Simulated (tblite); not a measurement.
Run record: tight-binding relaxation, `C#C[Si@H](Br)[SiH2]CCl`.

Computed with GFN2-xTB geometry optimisation, gas phase (tblite 0.8.0). Start geometry: from a force field or distance geometry. The command runs a driver script over a list of jobs; the input below is this job's line of settings and its coordinates in Å.

Command:
```bash
OMP_NUM_THREADS=1 python probes_run.py task.json out
```

Input:
```
{"job": {"kind": "relax", "xc": "GFN2-xTB", "basis": "xTB"}, "charge": 0, "multiplicity": 1}
C      2.362900     1.818300    -0.329800
C      1.882400     0.702800    -0.187700
Si     1.236000    -0.972500     0.055200
Br     2.405400    -2.360100    -1.265600
Si    -0.934900    -0.941400    -0.502800
C     -1.824000     0.590600     0.043700
Cl    -2.843100     1.292400    -1.240200
H      2.762200     2.790300    -0.472700
H      1.285500    -1.334500     1.481000
H     -1.161700    -1.201800    -1.935500
H     -1.529700    -2.109900     0.196800
H     -2.514700     0.359500     0.898700
H     -1.130700     1.366800     0.379800
```

Output:
```
step      E/eV     max force
  0    -585.38792    2.922
  1    -585.37416    6.394
  2    -585.51739    0.691
  3    -585.53733    0.496
  4    -585.57387    0.521
  5    -585.61606    0.792
  6    -585.63736    0.451
  7    -585.64709    0.228
  8    -585.65323    0.217
  9    -585.66088    0.354
... (105 lines left out)
115    -585.74355    0.010
116    -585.74357    0.013
117    -585.74359    0.019
118    -585.74364    0.022
119    -585.74369    0.021
120    -585.74373    0.016
121    -585.74375    0.011
122    -585.74378    0.013
123    -585.74380    0.012
124    -585.74381    0.008
```

«max force» is the largest atomic force in eV/Å.

Problem. From which step on does the largest force stay under 0.1 eV/Å, and how much energy is left to gain from there?

Solution. From step 67 (0.057 eV/Å), 8.2 meV above the end.

In short: energy lowered by 8.2 kcal/mol over 124 steps; largest atomic force 0.008 eV/Å at the end.

Problem. Where do the atoms end?

Solution. 0.513 Å rms from the input after alignment:
```
atom  x, y, z in Å
C1     2.6093    1.7493   -0.3034
C2     2.0366    0.7132   -0.0907
Si3    1.1477   -0.8868    0.1726
Br4    2.4081   -2.4008   -0.9147
Si5   -0.9987   -0.9202   -0.7027
C6    -1.9072    0.5855    0.0366
Cl7   -3.5860    0.5812   -0.5746
H8     3.1166    2.6545   -0.4783
H9     1.3685   -1.2508    1.5734
H10   -1.0278   -0.7959   -2.1619
H11   -1.7301   -2.1254   -0.3019
H12   -1.9720    0.5588    1.1222
H13   -1.4696    1.5378   -0.2555
```

The run took 1.9 s of wall time on an Arm Neoverse N1 with one thread, no GPU, on a shared host.
Labels such as C1 count atoms from 1, the log's own numbers from 0.
